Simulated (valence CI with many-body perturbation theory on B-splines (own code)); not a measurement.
The numbers below are computed, except where a source is named.
## Ba XLIX: what each term of the Hamiltonian does

Method: relativistic CI+MBPT: six valence electrons over a frozen Dirac-Fock core [He], a basis of 9 s, 9 p, 8 d, 6 f, 3 g, 1 h functions for each j, with the one-electron correlation potential Σ1 (screened to all orders), the two-electron term Σ2, the three-electron term Σ3, Breit, model QED; selected single and double excitations, second order for the rest, scaled by the run's own slope (own B-spline code, finite nucleus).

No measured spectrum was set against this ion. As an estimate, large intervals hold to a few tenths of a per cent, small ones and those within an open d or f shell to about a per cent. Among the levels kept, up to 2400 cm⁻¹ of a level comes from second order outside the variational space, and about a tenth of that is noise between levels of different J, which matters for small intervals.

Each rung adds one term. CI alone is the Dirac-Coulomb CI over the frozen core; QED comes last and gives the full result, which names the levels. Energies are above (2s^2 2p1/2^2 2p3/2^2) J=2 on the same rung, in × 10³ cm⁻¹.

Levels are named by their leading jj configuration (3d3/2^4 stands for four electrons in 3d with j = 3/2), which in mixed levels can hold well under half, so a name can repeat and another be missing.

| Level | CI alone | Σ1 | Σ2 | Σ3 | Breit | QED | Full |
| --- | --- | --- | --- | --- | --- | --- | --- |
| (2s^2 2p1/2^2 2p3/2^2) J=0 | 296.50 | +0.01 | +1.66 | -0.32 | +26.36 | -0.40 | 323.80 |
| (2s^2 2p1/2 2p3/2^3) J=1 | 3201.3 | +0.83 | +0.29 | -0.17 | -33.29 | +5.79 | 3174.8 |
| (2s^2 2p1/2 2p3/2^3) J=2 | 3364.3 | +0.84 | +0.54 | -0.40 | -59.24 | +5.79 | 3311.9 |
| (2s 2p1/2^2 2p3/2^3) J=2 | 5429.9 | -1.17 | -2.19 | -1.34 | +0.08 | -47.66 | 5377.6 |
| (2s 2p1/2^2 2p3/2^3) J=1 | 5877.1 | -1.16 | -3.17 | -2.23 | +7.09 | -47.81 | 5829.8 |
| (2s^2 2p3/2^4) J=0 | 6669.5 | +1.66 | +1.93 | -0.64 | -78.20 | +10.79 | 6605.0 |
| (2s 2p1/2 2p3/2^4) J=0 | 8698.8 | -0.33 | -1.10 | -1.51 | -35.42 | -41.94 | 8618.5 |
| (2s 2p1/2 2p3/2^4) J=1 | 8974.1 | -0.34 | -2.47 | -2.17 | -47.24 | -42.10 | 8879.8 |
| (2p1/2^2 2p3/2^4) J=0 | 11558 | -2.30 | -5.63 | -3.80 | +13.31 | -94.64 | 11465 |
| (2s^2 2p1/2^2 2p3/2 3s) J=2 | 38888 | +2.13 | +0.82 | -1.43 | -39.30 | +10.63 | 38861 |
| (2s^2 2p1/2^2 2p3/2 3s) J=1 | 38941 | +2.13 | +0.66 | -1.44 | -37.53 | +10.61 | 38915 |
| (2s^2 2p1/2^2 2p3/2 3p1/2) J=1 | 39531 | +1.72 | +0.88 | -1.43 | -19.23 | -4.59 | 39508 |
| (2s^2 2p1/2^2 2p3/2 3p1/2) J=2 | 39553 | +1.72 | +0.74 | -1.43 | -26.24 | -4.50 | 39523 |
| (2s^2 2p1/2^2 2p3/2 3p3/2) J=3 | 40460 | +1.90 | +0.70 | -1.43 | -42.58 | -2.89 | 40416 |
| (2s^2 2p1/2^2 2p3/2 3p3/2) J=1 | 40459 | +1.90 | +0.70 | -1.43 | -39.83 | -2.93 | 40417 |
| (2s^2 2p1/2^2 2p3/2 3p3/2) J=2 | 40616 | +1.90 | +0.29 | -1.43 | -38.45 | -2.82 | 40575 |
| (2s^2 2p1/2^2 2p3/2 3p3/2) J=0 | 40750 | +1.91 | +1.54 | -1.43 | -28.47 | -3.06 | 40720 |
| (2s^2 2p1/2^2 2p3/2 3d3/2) J=2 | 41158 | +2.21 | +0.85 | -1.38 | -39.70 | -4.34 | 41115 |
| (2s^2 2p1/2^2 2p3/2 3d3/2) J=3 | 41211 | +2.21 | +0.91 | -1.40 | -47.17 | -4.29 | 41162 |

The middle columns are the shifts that each term adds.

Task: How does the ionisation energy move along the ladder, and which term matters most?

Result: CI alone 8837.8, + Σ1 8838.1, + Σ2 8838.4, + Σ3 8838.2, + Breit 8831.2, + QED 8830.7 eV. The largest step is Breit, -7.0 eV. NIST lists 8831 ± 4 eV (theoretical).
